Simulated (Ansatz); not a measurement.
Al4Ga3⁺, relaxed as a singlet with RKS PBE-D4/def2-SVP in Ansatz, starting from the GFN2-xTB geometry. Force threshold 0.02 eV/Å.

The restricted singlet is unstable towards broken spin symmetry at other levels; at PBE-D4/def2-SVP this wasn't settled. Another isomer (singlet) lies 1.71 eV lower at PBE0-D4/def2-TZVP; other spin states weren't run for this one.

Start:

```xyz
7

Al    0.626    0.988    1.204
Al   -1.644    2.260    0.974
Al    0.600   -1.550    0.452
Al   -1.654   -0.207    0.128
Ga    2.913   -0.128    0.272
Ga   -1.073   -2.225   -1.587
Ga    0.232    0.860   -1.444
```

```json
{"step": "1", "energy (eV)": "-183448.4758", "largest force component (eV/Å)": "0.982", "SCF passes": "66"}
{"step": "2", "energy (eV)": "-183448.9024", "largest force component (eV/Å)": "0.738", "SCF passes": "40"}
{"step": "3", "energy (eV)": "-183449.3096", "largest force component (eV/Å)": "0.846", "SCF passes": "36"}
{"step": "4", "energy (eV)": "-183449.7196", "largest force component (eV/Å)": "0.552", "SCF passes": "29"}
{"step": "5", "energy (eV)": "-183449.9401", "largest force component (eV/Å)": "0.325", "SCF passes": "30"}
{"step": "6", "energy (eV)": "-183450.0252", "largest force component (eV/Å)": "0.225", "SCF passes": "24"}
{"step": "7", "energy (eV)": "-183450.0704", "largest force component (eV/Å)": "0.186", "SCF passes": "24"}
{"step": "8", "energy (eV)": "-183450.1110", "largest force component (eV/Å)": "0.163", "SCF passes": "29"}
{"step": "9", "energy (eV)": "-183450.1210", "largest force component (eV/Å)": "0.042", "SCF passes": "24"}
{"step": "10", "energy (eV)": "-183450.1235", "largest force component (eV/Å)": "0.032", "SCF passes": "25"}
{"step": "11", "energy (eV)": "-183450.1247", "largest force component (eV/Å)": "0.032", "SCF passes": "25"}
{"step": "12 (rejected)", "energy (eV)": "-183450.1237", "largest force component (eV/Å)": "0.088", "SCF passes": "23"}
{"step": "13", "energy (eV)": "-183450.1258", "largest force component (eV/Å)": "0.013", "SCF passes": "24"}
```

Force components are those of the run's own axes.

End:

```xyz
7

Al    0.806    0.758    1.314
Al   -1.726    2.853    0.494
Al    0.606   -1.965    0.904
Al   -1.628   -0.516    0.175
Ga    2.378   -0.489   -0.313
Ga   -0.268   -1.874   -1.551
Ga   -0.166    1.233   -1.024
```

Bonds lost: Al1–Al2, Al2–Al4 (atoms count from 1). Bonds formed: Al2–Ga7 (atoms count from 1).

No frequencies were taken in this run, so the end may be a saddle point.

It took 39 s on 4 threads of Arm Neoverse V1 on a shared host.
